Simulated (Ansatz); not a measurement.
Consider the atomization: `C#CO[SiH2]F` → 2 C• + F• + 3 H• + O• + Si•.

Isolated molecules relaxed with PBE0-D4/def2-TZVP in Ansatz; ΔE leaves out vibrations. CCSD(T)/CBS is the MP2 limit (def2-TZVPP, def2-QZVPP) plus CCSD(T) − MP2 in def2-TZVPP, frozen cores. This one scheme is used for every species, atoms too. DFT in def2-TZVPP. HSE06 is defined as in plane-wave codes. Open shells (•) are unrestricted, without spin–orbit coupling. Spin–orbit coupling would lower the free atoms: a little for C, F, O, Si. Each species was taken in one conformer, which may not be the lowest.

```json
{"level": "BLYP-D4", "ΔE (kJ/mol)": "3317.7", "difference from CCSD(T)/CBS": "2.7"}
{"level": "HSE06-D4", "ΔE (kJ/mol)": "3297.9", "difference from CCSD(T)/CBS": "-17.1"}
{"level": "ωB97X-V", "ΔE (kJ/mol)": "3308.7", "difference from CCSD(T)/CBS": "-6.3"}
{"level": "B2PLYP", "ΔE (kJ/mol)": "3284.0", "difference from CCSD(T)/CBS": "-31.0"}
{"level": "PBE", "ΔE (kJ/mol)": "3372.6", "difference from CCSD(T)/CBS": "57.6"}
{"level": "revPBE", "ΔE (kJ/mol)": "3238.3", "difference from CCSD(T)/CBS": "-76.7"}
{"level": "BLYP", "ΔE (kJ/mol)": "3286.0", "difference from CCSD(T)/CBS": "-29.0"}
{"level": "r2SCAN", "ΔE (kJ/mol)": "3310.8", "difference from CCSD(T)/CBS": "-4.2"}
{"level": "BHLYP", "ΔE (kJ/mol)": "3153.3", "difference from CCSD(T)/CBS": "-161.7"}
{"level": "LC-ωPBE", "ΔE (kJ/mol)": "3296.1", "difference from CCSD(T)/CBS": "-18.9"}
{"level": "MP2/def2-SVP", "ΔE (kJ/mol)": "3187.0", "difference from CCSD(T)/CBS": "-128.0"}
{"level": "CCSD/def2-SVP", "ΔE (kJ/mol)": "3044.0", "difference from CCSD(T)/CBS": "-271.0"}
{"level": "HF/def2-TZVPP", "ΔE (kJ/mol)": "2365.1", "difference from CCSD(T)/CBS": "-949.9"}
{"level": "MP2/def2-TZVPP", "ΔE (kJ/mol)": "3331.5", "difference from CCSD(T)/CBS": "16.5"}
{"level": "SCS-MP2/def2-TZVPP", "ΔE (kJ/mol)": "3287.7", "difference from CCSD(T)/CBS": "-27.3"}
{"level": "CCSD/CBS(def2)", "ΔE (kJ/mol)": "3253.3", "difference from CCSD(T)/CBS": "-61.7"}
{"level": "CCSD(T)/CBS", "ΔE (kJ/mol)": "3315.0", "difference from CCSD(T)/CBS": "0"}
```

Largest T1 diagnostic among the species: 0.013.

From BLYP to BHLYP (50 % exact exchange), in def2-TZVPP and without D4, ΔE moves by −132.7 kJ/mol: exact exchange takes away binding that semilocal exchange gives to molecules. At CCSD(T), def2-SVP lies −228.9 kJ/mol from the extrapolated value and def2-TZVPP −100.5 kJ/mol: correlation converges slowly with the basis, and small sets miss more of it in the bonded molecule than in its fragments. In def2-TZVPP, CCSD(T) changes the Hartree–Fock value by +849.4 kJ/mol (the triples alone add +61.7 kJ/mol) and MP2 by +966.4 kJ/mol; breaking electron pairs costs correlation energy, which Hartree–Fock lacks.

For atomizations the MP2-based limit and the directly extrapolated one differ by several kJ/mol either way, and by 10 to 25 for some Ge, Se and Sn compounds, so smaller differences from it don't rank the levels.
